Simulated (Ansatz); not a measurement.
A search over several starts for the lowest SCF solution of the cluster Mg₂S₂ at the given spin, in a small basis.

```yaml
crystal:
  periodic: [false, false, false]
  atoms:
    - {symbol: Mg, position_ang: [-0.160509, 0.639284, 1.336015]}
    - {symbol: Mg, position_ang: [0.160511, -0.639285, -1.336012]}
    - {symbol: S, position_ang: [0.547027, -1.560105, 0.812231]}
    - {symbol: S, position_ang: [-0.547029, 1.560096, -0.812233]}
basis:
  gaussian: {orbitals: def2-SVP, initial_orbitals: start.molden}
magnetization: {spin_polarized: true, initial_magnetization: 2}
hamiltonian: {xc: pbe0, dispersion: d4}
output: {orbitals: {seedname: orbitals}}
```

The file start.molden holds the orbitals of an earlier run on this structure, at another level or in another basis.

```sh
$ ansatz run in.yaml --threads 4 --pin off --events-out ev --progress --plain --max-ram 3916MiB
```

Output, abridged:

```
Functional definition: PBE0
604 factors; integrals over basis functions are off by at most 1.9e-4 eV
mean field evaluation 1: about -32537.2281 eV, gradient 3.1e0 eV
mean field evaluation 2: about -32537.2912 eV, gradient 5.5e-2 eV
mean field evaluation 4: about -32537.4759 eV, gradient 2.2e-3 eV
mean field evaluation 8: about -32537.4759 eV, gradient 1.7e-5 eV
mean field evaluation 16: about -32537.4759 eV, gradient 2.7e-2 eV
mean field evaluation 32: about -32536.7580 eV, gradient 5.0e0 eV
mean field -32537.47594828 eV, -1195.7301864061 hartree, gradient 1.7e-5 eV, S^2 2.020153; 6 other end points of the search recorded, 0 dependent functions left out
reference -32537.47598641 eV, -1195.7301878073 hartree; 29, 27 occupied and 43, 45 virtual orbitals, 604 factors
Total energy: -32537.58999982 eV, -1195.7343777229 hartree
```

It took 3.4 s on 4 threads of Arm Neoverse V2 on a shared host.

At PBE0-D4/def2-TZVP a singlet of charge 0 lies 1.93 eV below the triplet, each at its own geometry. The structure comes from a short search, and lower isomers may exist.
